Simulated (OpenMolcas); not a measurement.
# Fe3+: from CASSCF to CASPT2

* Program: OpenMolcas 26.06
* Basis: ANO-R1 [5s4p2d1f]
* Scalar Hamiltonian: X2C, finite nucleus
* Active space: 5 electrons in 5 orbitals (3d)
* State averaging: 2S+1 = 6 even, 1 root; 2S+1 = 4 even, 24 roots; 2S+1 = 2 even, 75 roots
* Spin-orbit coupling: state interaction with AMFI integrals over the reference wave functions, term energies averaged over their components

Methods on the same reference wave functions:
A. CASSCF
B. SS-CASPT2, IPEA 0.25 Eh, imaginary shift 0.1 Eh (closed shells correlated: 3s 3p)
C. MS-CASPT2, IPEA 0.25 Eh, imaginary shift 0.1 Eh (closed shells correlated: 3s 3p)

Energies in cm-1 above 3d5 6S 5/2, the measured ground level; measured values from Corliss and Sugar, J. Phys. Chem. Ref. Data 11, 135 (1982).

| Level | A | B | C | Measured |
| --- | --- | --- | --- | --- |
| 3d5 6S 5/2 | 0.0 | 0.0 | 0.0 | 0.0 |
| 3d5 4G 5/2 | 37299 | 34620 | 34620 |  |
| 3d5 4G 7/2 | 37325 | 34650 | 34650 |  |
| 3d5 4G 11/2 | 37331 | 34660 | 34660 | 32246 |
| 3d5 4G 9/2 | 37340 | 34670 | 34670 |  |
| 3d5 4P 5/2 | 42891 | 37460 | 37460 | 35254 |
| 3d5 4P 3/2 | 42963 | 37530 | 37530 | 35333 |
| 3d5 4P 1/2 | 43049 | 37600 | 37600 | 35407 |
| 3d5 4D 7/2 | 46367 | 41500 | 41500 | 38779 |
| 3d5 4D 1/2 | 46449 | 41580 | 41580 | 38897 |
| 3d5 4D 3/2 | 46515 | 41630 | 41630 |  |
| 3d5 4D 5/2 | 46532 | 41640 | 41640 |  |
| 3d5 2I 11/2 | 53094 | 50650 | 50650 |  |
| 3d5 2I 13/2 | 53156 | 50730 | 50730 |  |
| 3d5 2D 5/2(1) [69 %] | 59608 | 52820 | 52820 | 49542 |
| 3d5 2D 3/2(1) | 60228 | 53360 | 53360 | 50051 |
| 3d5 2F 7/2(1) | 61419 | 54910 | 54910 | 51394 |
| 3d5 2F 5/2(1) [59 %] | 62139 | 55590 | 55590 | 52167 |
| 3d5 4F 9/2 | 62423 | 56450 | 56450 | 52621 |
| 3d5 4F 7/2 | 62479 | 56490 | 56490 | 52695 |
| 3d5 4F 5/2 | 62651 | 56580 | 56580 |  |
| 3d5 4F 3/2 | 62660 | 56630 | 56630 |  |
| 3d5 2H 9/2 | 65115 | 60180 | 60180 | 56058 |
| 3d5 2H 11/2 | 65356 | 60510 | 60510 | 56369 |

Deviations, from unrounded energies. A percentage is the sum of absolute deviations over the sum of measured energies, with the sign that they share, or ± where signs differ.

| Against measurement | Levels | A | B | C |
| --- | --- | --- | --- | --- |
| mean absolute deviation (cm-1) | 14 | 8600 | 3100 | 3100 |
| other terms of the ground configuration (%) | 14 | +19.0 | +6.9 | +6.9 |

B, C lie about equally close to measurement and A furthest from it. The largest miss of B in the table is 3d5 2H 11/2, by +4100 cm-1. The ranking rests on the paired levels alone, and a cruder setting can come out closer through cancelling errors.

Between B and C no level of the table moves by more than 5 cm-1.

The two smallest mean deviations differ by little beside CASPT2's spread within terms, so their order carries little weight.

From A to B the spin-free energies of the other terms of 3d5 shown, above 6S, scale by factors of 0.87 to 0.95, as is usual when dynamic correlation screens the repulsion within a d or f shell.

The lowest spin-free term lies below A's lowest term by 0.280 hartree in B, 0.280 hartree in C.

CASPT2 breaks the degeneracy within a term, and the mean is taken; among the terms shown or strongly mixed into the levels shown the widest spread is 450 cm-1 (3d5 4F, C). The basis is small and was not contracted for so high a charge. Without dynamic correlation excited terms often stand tens of per cent too high (terms of higher spin than the ground term too low), and those without a measured partner can miss by more than the paired ones (holds for A). Blocks of more than 70 roots (2S+1 = 2 even) ran without multistate coupling (holds for C). Measured partners are found by configuration, term and J. A level has none where our copy of the source lacks it or the pairing is in doubt (some pairs that miss far off the trend of their configuration count as doubtful), and it then counts in no deviation. Levels of configurations outside the active space are missing. Levels that lie high or do not pair safely by name in every column are left out.

A share in square brackets marks a mixed level and gives the weight of the term that names it, the lowest over the columns. A number in round brackets counts repeated terms of one configuration in the order of the reference energies.
